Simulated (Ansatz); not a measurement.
Compare A (`[GeH3][CH2][GeH3]`) with its isomer B (`[CH3][GeH2][GeH3]`).

Isolated molecules relaxed with PBE0-D4/def2-TZVP in Ansatz; ΔE leaves out vibrations. CBS: MP2 limit from def2 TZ/QZ plus the TZ coupled-cluster correction, frozen cores. Functionals use def2-TZVPP. B3LYP here is the variant with VWN-RPA as its local correlation; programs differ in this. For Ge outer-core shells are correlated without core-valence functions, which leaves a few kJ/mol of doubt a bond. Scalar relativity is left out up to krypton.

Q: Which is lower in electronic energy at CCSD(T)/CBS, and by how much? (Best estimate.)

A: Ansatz gave: B, by 40.7 kJ/mol.

Q: Give E(B) − E(A) in kJ/mol with MP2/def2-TZVPP, PBE-D4, r2SCAN-D4, CCSD(T)/def2-TZVPP, ωB97M-V, B3LYP, PBE0-D4. (Best estimate.)

A: Computed: MP2/def2-TZVPP -38.5, PBE-D4 -51.5, r2SCAN-D4 -48.3, CCSD(T)/def2-TZVPP -40.2, ωB97M-V -43.9, B3LYP -50.9, PBE0-D4 -49.4. None reverses the order clearly.

Q: Does the order hold for the free energy at 298.15 K (harmonic terms from PBE0-D4)? (Estimate.)

A: The calculation gave: Yes: G(B) − G(A) = -37.2 kJ/mol.

Largest T1 diagnostic: 0.011.

Leaving LDA and LC-ωPBE aside and taking each functional with its dispersion term where it has one, the values, not all of them listed here, spread over 11.0 kJ/mol, from PBE-D4 to B97M-V. LDA lies +4.9 kJ/mol from PBE without D4. At CCSD(T), def2-SVP lies +3.1 kJ/mol from the extrapolated value and def2-TZVPP +0.5 kJ/mol.
